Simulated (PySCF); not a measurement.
Work out the structure from these simulated measurements.

Formula: C5H10SSi.

| Quantity | Value |
| --- | --- |
| Rotational structure | rotational constants A, B, C: 7.269, 0.578, 0.541 GHz [PBE0-D3(BJ)/def2-SVP] |
| 13C NMR | chemical shifts (computed TMS as zero) by class: 139.4 (1 C), 136.8 (1 C), 133.4 (1 C), 126.3 (1 C), 21.9 (1 C) ppm [GIAO PBE0/pcSseg-1] |
| 1H NMR | chemical shifts (computed TMS as zero) by class: 6.64 (1 H), 6.20 (1 H), 5.74 (1 H), 5.37 (1 H), 4.68 (3 H), 1.96 (3 H) ppm [GIAO PBE0/pcSseg-1] |
| Triplet | lowest triplet excitation (Tamm–Dancoff): 2.84 eV [TDA CAM-B3LYP/def2-SVPD] |
| UV, first state | lowest singlet excitation: 4.87 eV (255 nm, f = 0.717) [TDDFT CAM-B3LYP/def2-SVPD] |
| Polarisability | 125.4 au [CAM-B3LYP/def2-SVPD] |

Gas-phase values; electronic properties from PySCF, density fitting. Levels stand in brackets. Isolated species at its PBE0-D3(BJ)/def2-SVP geometry (one conformer only). Each NMR value is the plain mean over a class of atoms that symmetry, rotation or inversion makes alike.

Q: Give a SMILES that accounts for the data.

A: Numbering: `[CH3:1]/[CH:2]=[CH:3]/[CH:4]=[CH:5]\[S:6][SiH3:7]`. Its formula, C5H10SSi, gives 2 degrees of unsaturation: 0 rings and 2 π bonds in the structure found. 5 carbons fall into 5 classes; from least to most shielded: alkene CH carbon [C2] (139.4 ppm), alkene CH carbon [C4] (136.8 ppm), alkene CH carbon [C3] (133.4 ppm), alkene CH carbon [C5] (126.3 ppm), allylic carbon [C1] (21.9 ppm). Hydrogen classes from least to most shielded: 1 H on an alkene CH carbon, C3 (6.64 ppm), 1 H on an alkene CH carbon, C4 (6.20 ppm), 1 H on an alkene CH carbon, C2 (5.74 ppm), 1 H on an alkene CH carbon, C5 (5.37 ppm), 3 H on an SiH3 silicon, Si7 (4.68 ppm), 3 H on an allylic carbon, C1 (1.96 ppm). The optimised geometry has point group Cs and is an asymmetric top. Structure: `C/C=C/C=C\S[SiH3]`. Computed isomers that give other values at the same levels: `[SiH3]SC12CC(C1)C2` (13C chemical shifts (computed TMS as zero) by class: 55.8 (3 C), 43.0 (1 C), 28.1 (1 C) ppm); `CS[SiH]1CC=CC1` (rotational constant A: 3.859 GHz; this holds for the one conformer computed); `C[SiH2]S[C@]12C[C@H]1C2` (13C chemical shifts (computed TMS as zero) by class: 40.2 (2 C), 11.6 (1 C), 8.8 (1 C), -2.1 (1 C) ppm). The assignments are read from this structure; whether some other isomer fits the data as well wasn't checked.

The values belong to the conformer `[CH3:1]/[CH:2]=[CH:3]/[CH:4]=[CH:5]\[S:6][SiH3:7]`: C2–C3–C4–C5 180°, C4–C5–S6–Si7 180°.
